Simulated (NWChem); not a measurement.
Molecule: GaH2OCl; SMILES [Cl][GaH][OH]

```xyz
5

Ga    -0.3650     0.4019     0.0000
H     -1.8671     0.7951     0.0000
Cl     0.2580    -1.6443     0.0000
O      1.0047     1.5296     0.0000
H      0.7583     2.4605     0.0000
```
Atoms are numbered in this order, from 1.

Computed with NWChem. The geometry was optimised at PBE0/def2-SVP. Level B3LYP/def2-SVP: energy and gradient on several grids; changes count from the extra-fine grid, which is no exact limit either.

**Question.** Which is the coarsest grid (xcoarse; xfine; coarse; medium; fine) from which on the energy stays within 100 μHa and each gradient component within 200 μHa/bohr of xfine?

**Answer.** medium.
```json
[
 {"grid": "xcoarse", "size of the energy change (μHa)": "1000", "largest change of a gradient component (μHa/bohr)": "2000"},
 {"grid": "coarse", "size of the energy change (μHa)": "30", "largest change of a gradient component (μHa/bohr)": "1000"},
 {"grid": "medium", "size of the energy change (μHa)": "10", "largest change of a gradient component (μHa/bohr)": "70"},
 {"grid": "fine", "size of the energy change (μHa)": "< 10", "largest change of a gradient component (μHa/bohr)": "< 30"},
 {"grid": "xfine", "size of the energy change (μHa)": "< 10", "largest change of a gradient component (μHa/bohr)": "< 30"}
]
```
